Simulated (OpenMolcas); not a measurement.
## Pb⁺: effect of the active space

* Program: OpenMolcas 26.06
* Method: XMS-CASPT2 or its RAS form, IPEA 0.25 Eh, imaginary shift 0.1 Eh
* Basis: ANO-RCC-VTZP
* Scalar Hamiltonian: DKH2, point nucleus
* Spin-orbit coupling: RASSI with atomic mean-field integrals over the reference wave functions, term energies averaged over their components

A. 3 electrons in 4 orbitals (6s 6p); 2S+1 = 4 odd, 1 root (0 in the spin-orbit step); 2S+1 = 2 odd, 3 roots; 2S+1 = 4 even, 3 roots; 2S+1 = 2 even, 9 roots; closed shells correlated: 5d; CASPT2 step about 1.9 core-seconds
B. 3 electrons in 8 orbitals (6s 6p 7s 7p); 2S+1 = 4 odd, 1 root (0 in the spin-orbit step); 2S+1 = 2 odd, 3 roots; 2S+1 = 4 even, 3 roots; 2S+1 = 2 even, 6 roots; closed shells correlated: 5d; CASPT2 step roughly 5 core-seconds
C. 3 electrons in 9 orbitals (RAS2 6s 6p; RAS3 6d, at most 2 electrons); 2S+1 = 4 odd, 1 root (0 in the spin-orbit step); 2S+1 = 2 odd, 3 roots; 2S+1 = 4 even, 3 roots; 2S+1 = 2 even, 9 roots; closed shells correlated: 5d; CASPT2 step about 9 core-seconds

Energies in eV above 6s2 6p 2P* 1/2, the measured ground level; measured values from NIST Handbook of Basic Atomic Spectroscopic Data.

| Level | A | B | C | Measured |
| --- | --- | --- | --- | --- |
| 6s2 6p 2P* 1/2 | 0.0000 | 0.0000 | 0.0000 | 0.0000 |
| 6s2 6p 2P* 3/2 | 1.534 | 1.394 | 1.546 | 1.7458 |
| 6s 6p2 4P 1/2 | 7.310 | 7.570 | 7.384 | 7.1800 |
| 6s 6p2 4P 3/2 | 8.133 | 8.075 | 8.184 | 8.1984 |

Deviations, from unrounded energies. A percentage is the sum of absolute deviations over the sum of measured energies, with the sign that they share, or ± where signs differ.

| Against measurement | Levels | A | B | C |
| --- | --- | --- | --- | --- |
| mean absolute deviation (cm-1) | 3 | 1100 | 2300 | 1100 |
| fine structure of the ground term (%) | 1 | -12.1 | -20.2 | -11.4 |
| other configurations (%) | 2 | ±1.3 | ±3.3 | ±1.4 |

A, C lie about equally close to measurement and B furthest from it. The largest miss of A in the table is 6s2 6p 2P* 3/2, by -1700 cm-1. The ranking rests on the paired levels alone, and a cruder setting can come out closer through cancelling errors.

The two smallest mean deviations differ by little beside CASPT2's spread within terms, so their order carries little weight.

Among A to C the level of the table that moves most is 6s 6p2 4P 1/2, by 2100 cm-1 (lowest in A, highest in B). Moves below CASPT2's spread within the term are not significant.

CASPT2 does not keep the components of a term degenerate, so their means are used; among the terms shown or strongly mixed into the levels shown the widest spread is 120 cm-1 (6s2 6p 2P*, A). Over all roots computed the reference weight is 0.84 to 0.93 in A; the roots of lowest weight are the least certain, and an intruder state may touch them. Some high roots are left out of the spin-orbit mixing, which shifts the levels that they would mix with. Spin-orbit splittings of 6p shells tend to come out small when the coupling is added on scalar orbitals. Terms of s pⁿ other than that of highest spin mix with s² pⁿ⁻² d, which this space lacks; all of them can be thousands of cm-1 off, and some have no real level of that name (holds for A; B). The run also gave levels led by 6s2 7s, which use shells meant for correlation; these and all levels above them are left out (holds for B). Some terms miss by over 15 % even with CASPT2, which points to a basis or an active space too small for the shells correlated (holds for B). Active for correlation alone: 6d; no level in the range computed is led by a configuration that fills it, so any true level of that kind is missing (holds for C). Some terms mix strongly with configurations of 6d, whose occupation reaches 0.32 (6s 6p2 2D) (holds for C). Measured partners are found by configuration, term and J. A level has none where our copy of the source lacks it or the pairing is in doubt (some pairs that miss far off the trend of their configuration count as doubtful), and it then counts in no deviation. Levels of configurations outside the active space are missing. The table leaves out levels that lie high or whose names do not pair safely across all columns.

* marks odd parity.
